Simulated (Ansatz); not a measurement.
Born–Oppenheimer molecular dynamics of CH₅B₂FSSi (11 atoms, charge 0, multiplicity 1). It starts from a relaxed structure.

All numbers below come from Ansatz, UKS PBE0/STO-3G.

```
ensemble                      : NVE (Milne-controlled integrator)
time step                     : 0.5 fs
steps asked                   : 127
starting velocities drawn for : 50 K
masses                        : H 3.016 u
seed                          : 10817
```

Frames 0.5 fs apart, positions in Å, forces in eV/Å.

Velocities at 50 fs (Å/ps):

```
F 0.16 -0.68 1.10
B -1.30 -0.91 1.31
Si -0.27 0.12 -0.75
B 0.79 -1.92 -0.42
C 0.27 -0.72 -0.18
S 0.37 1.00 -0.77
H 0.02 4.42 0.39
H 2.23 -3.08 1.40
H -3.80 0.84 7.03
H 2.65 2.16 -1.14
H -2.80 1.26 -1.95
```

```xyz
11
Properties=species:S:1:pos:R:3:forces:R:3 time_fs=50 energy_less_start_eV=0.028 T=26
F -0.050 1.367 2.689 0.10 -0.19 -0.47
B 0.003 0.853 1.462 -0.12 0.51 0.47
Si 0.197 -1.038 0.979 0.12 -0.31 0.08
B 0.003 -0.766 -0.926 -0.35 -0.27 -0.66
C -0.150 0.747 -1.314 -0.23 0.11 -0.14
S -0.167 1.956 0.063 0.05 -0.08 0.26
H 1.477 -1.650 1.268 0.00 0.05 0.13
H -0.830 -1.923 1.481 -0.02 -0.02 0.09
H -0.090 -1.555 -1.806 0.15 0.18 0.27
H 0.665 1.010 -2.010 0.00 0.08 -0.10
H -1.086 0.889 -1.897 0.29 -0.07 0.05
11
Properties=species:S:1:pos:R:3:forces:R:3 time_fs=50.5 energy_less_start_eV=0.027 T=27
F -0.050 1.366 2.690 0.10 -0.19 -0.46
B 0.002 0.853 1.463 -0.12 0.53 0.44
Si 0.197 -1.038 0.978 0.10 -0.31 0.09
B 0.003 -0.767 -0.926 -0.35 -0.17 -0.58
C -0.150 0.747 -1.314 -0.23 0.14 -0.20
S -0.166 1.957 0.063 0.05 -0.11 0.28
H 1.477 -1.648 1.268 0.02 0.04 0.13
H -0.829 -1.925 1.481 -0.01 -0.02 0.09
H -0.092 -1.555 -1.803 0.14 0.11 0.19
H 0.666 1.012 -2.010 -0.04 0.06 -0.06
H -1.087 0.890 -1.898 0.35 -0.09 0.08
11
Properties=species:S:1:pos:R:3:forces:R:3 time_fs=51 energy_less_start_eV=0.027 T=27
F -0.050 1.366 2.690 0.10 -0.18 -0.45
B 0.001 0.852 1.464 -0.12 0.55 0.39
Si 0.197 -1.038 0.978 0.08 -0.31 0.10
B 0.004 -0.768 -0.927 -0.36 -0.07 -0.49
C -0.150 0.746 -1.314 -0.22 0.16 -0.25
S -0.166 1.957 0.063 0.05 -0.14 0.30
H 1.477 -1.646 1.268 0.04 0.03 0.13
H -0.828 -1.927 1.482 0.00 -0.01 0.08
H -0.094 -1.554 -1.799 0.14 0.03 0.09
H 0.667 1.013 -2.011 -0.09 0.04 -0.03
H -1.088 0.890 -1.899 0.39 -0.10 0.11
11
Properties=species:S:1:pos:R:3:forces:R:3 time_fs=51.5 energy_less_start_eV=0.027 T=27
F -0.050 1.365 2.691 0.09 -0.17 -0.43
B 0.001 0.852 1.465 -0.12 0.55 0.34
Si 0.197 -1.038 0.977 0.06 -0.31 0.11
B 0.004 -0.769 -0.927 -0.36 0.03 -0.38
C -0.150 0.746 -1.314 -0.21 0.17 -0.30
S -0.166 1.958 0.062 0.05 -0.17 0.32
H 1.477 -1.643 1.269 0.05 0.03 0.14
H -0.826 -1.928 1.483 0.01 0.00 0.07
H -0.096 -1.554 -1.795 0.13 -0.05 -0.01
H 0.668 1.014 -2.011 -0.13 0.02 0.00
H -1.089 0.891 -1.899 0.42 -0.11 0.13
11
Properties=species:S:1:pos:R:3:forces:R:3 time_fs=52 energy_less_start_eV=0.028 T=26
F -0.050 1.365 2.691 0.09 -0.16 -0.40
B 0.000 0.852 1.466 -0.12 0.54 0.28
Si 0.197 -1.038 0.977 0.04 -0.30 0.12
B 0.004 -0.770 -0.928 -0.35 0.14 -0.28
C -0.150 0.746 -1.315 -0.18 0.18 -0.33
S -0.166 1.958 0.062 0.05 -0.20 0.34
H 1.477 -1.641 1.270 0.07 0.02 0.14
H -0.825 -1.930 1.484 0.02 0.01 0.07
H -0.097 -1.553 -1.791 0.12 -0.13 -0.11
H 0.670 1.015 -2.012 -0.17 0.00 0.04
H -1.089 0.891 -1.900 0.44 -0.11 0.14
11
Properties=species:S:1:pos:R:3:forces:R:3 time_fs=52.5 energy_less_start_eV=0.028 T=26
F -0.050 1.365 2.691 0.09 -0.14 -0.36
B -0.001 0.852 1.467 -0.11 0.53 0.21
Si 0.197 -1.038 0.977 0.02 -0.30 0.13
B 0.004 -0.771 -0.929 -0.35 0.25 -0.17
C -0.150 0.746 -1.315 -0.14 0.19 -0.36
S -0.166 1.958 0.062 0.05 -0.22 0.36
H 1.478 -1.639 1.270 0.08 0.01 0.14
H -0.824 -1.931 1.485 0.02 0.02 0.06
H -0.098 -1.553 -1.788 0.11 -0.22 -0.21
H 0.671 1.016 -2.013 -0.21 -0.02 0.06
H -1.089 0.891 -1.901 0.44 -0.11 0.14
11
Properties=species:S:1:pos:R:3:forces:R:3 time_fs=53 energy_less_start_eV=0.029 T=25
F -0.049 1.364 2.692 0.08 -0.12 -0.32
B -0.002 0.853 1.468 -0.11 0.51 0.13
Si 0.196 -1.038 0.976 0.00 -0.29 0.14
B 0.004 -0.772 -0.929 -0.34 0.35 -0.07
C -0.150 0.746 -1.315 -0.10 0.20 -0.37
S -0.165 1.959 0.061 0.05 -0.24 0.37
H 1.478 -1.636 1.271 0.09 0.00 0.14
H -0.823 -1.933 1.486 0.03 0.03 0.05
H -0.100 -1.552 -1.784 0.10 -0.30 -0.31
H 0.671 1.018 -2.013 -0.24 -0.03 0.09
H -1.089 0.891 -1.901 0.43 -0.11 0.14
11
Properties=species:S:1:pos:R:3:forces:R:3 time_fs=53.5 energy_less_start_eV=0.031 T=24
F -0.049 1.364 2.692 0.08 -0.10 -0.27
B -0.003 0.853 1.469 -0.10 0.48 0.05
Si 0.196 -1.038 0.976 -0.02 -0.27 0.15
B 0.004 -0.773 -0.930 -0.33 0.45 0.03
C -0.150 0.745 -1.316 -0.05 0.20 -0.36
S -0.165 1.959 0.061 0.05 -0.26 0.38
H 1.478 -1.634 1.272 0.10 0.00 0.14
H -0.822 -1.934 1.487 0.04 0.03 0.04
H -0.101 -1.552 -1.781 0.10 -0.37 -0.40
H 0.672 1.019 -2.014 -0.26 -0.05 0.11
H -1.088 0.891 -1.902 0.41 -0.11 0.12
11
Properties=species:S:1:pos:R:3:forces:R:3 time_fs=54 energy_less_start_eV=0.032 T=23
F -0.049 1.363 2.692 0.07 -0.07 -0.22
B -0.003 0.853 1.470 -0.10 0.45 -0.03
Si 0.196 -1.039 0.976 -0.04 -0.26 0.16
B 0.004 -0.774 -0.931 -0.32 0.53 0.12
C -0.150 0.745 -1.316 0.00 0.20 -0.34
S -0.165 1.960 0.061 0.04 -0.28 0.39
H 1.478 -1.632 1.273 0.11 -0.01 0.14
H -0.821 -1.936 1.488 0.05 0.04 0.04
H -0.102 -1.553 -1.778 0.09 -0.44 -0.48
H 0.672 1.020 -2.014 -0.28 -0.06 0.12
H -1.087 0.891 -1.902 0.38 -0.10 0.10
11
Properties=species:S:1:pos:R:3:forces:R:3 time_fs=54.5 energy_less_start_eV=0.032 T=22
F -0.049 1.363 2.692 0.07 -0.04 -0.16
B -0.004 0.854 1.471 -0.09 0.41 -0.12
Si 0.196 -1.039 0.976 -0.05 -0.24 0.17
B 0.003 -0.774 -0.931 -0.31 0.60 0.19
C -0.150 0.745 -1.317 0.06 0.19 -0.31
S -0.165 1.960 0.061 0.04 -0.29 0.39
H 1.479 -1.629 1.274 0.12 -0.01 0.13
H -0.820 -1.937 1.489 0.05 0.04 0.03
H -0.103 -1.553 -1.775 0.08 -0.49 -0.54
H 0.673 1.021 -2.015 -0.29 -0.07 0.13
H -1.085 0.891 -1.902 0.33 -0.09 0.08
11
Properties=species:S:1:pos:R:3:forces:R:3 time_fs=55 energy_less_start_eV=0.033 T=22
F -0.049 1.362 2.692 0.06 -0.01 -0.10
B -0.005 0.854 1.472 -0.08 0.36 -0.20
Si 0.196 -1.039 0.975 -0.06 -0.22 0.18
B 0.003 -0.775 -0.932 -0.31 0.64 0.25
C -0.150 0.745 -1.318 0.12 0.18 -0.27
S -0.165 1.960 0.061 0.04 -0.31 0.40
H 1.479 -1.627 1.275 0.12 -0.01 0.13
H -0.818 -1.939 1.490 0.06 0.05 0.03
H -0.104 -1.554 -1.773 0.07 -0.52 -0.59
H 0.673 1.022 -2.015 -0.29 -0.08 0.13
H -1.084 0.891 -1.902 0.27 -0.08 0.05
11
Properties=species:S:1:pos:R:3:forces:R:3 time_fs=55.5 energy_less_start_eV=0.033 T=22
F -0.049 1.362 2.692 0.06 0.01 -0.04
B -0.006 0.855 1.473 -0.07 0.31 -0.29
Si 0.196 -1.039 0.975 -0.07 -0.20 0.20
B 0.003 -0.775 -0.933 -0.30 0.67 0.29
C -0.151 0.745 -1.318 0.17 0.17 -0.21
S -0.164 1.961 0.061 0.03 -0.32 0.40
H 1.480 -1.625 1.277 0.12 -0.02 0.12
H -0.817 -1.940 1.492 0.06 0.05 0.02
H -0.105 -1.556 -1.771 0.07 -0.54 -0.62
H 0.672 1.023 -2.015 -0.28 -0.08 0.13
H -1.082 0.891 -1.902 0.21 -0.07 0.01
```

Of the whole run (64 fs, mean temperature of the second half 26 K): The conserved energy stayed within 0.00037 meV per atom of its start (net change 0 meV per atom), so the integration is sound. Over the second half the temperature averaged 0.52 of the 50 K drawn at the start: a run that starts near a minimum puts about half its kinetic energy into the potential. A run of 0.064 ps of so small a system gives no equilibrium averages. Limits of this set-up: minimal basis.

Time of the run: 12 min on 1 thread of Intel(R) Xeon(R) Platinum 8259CL CPU @ 2.50GHz (Skylake/Cascade Lake) (shared host), peak memory 0.18 GiB.
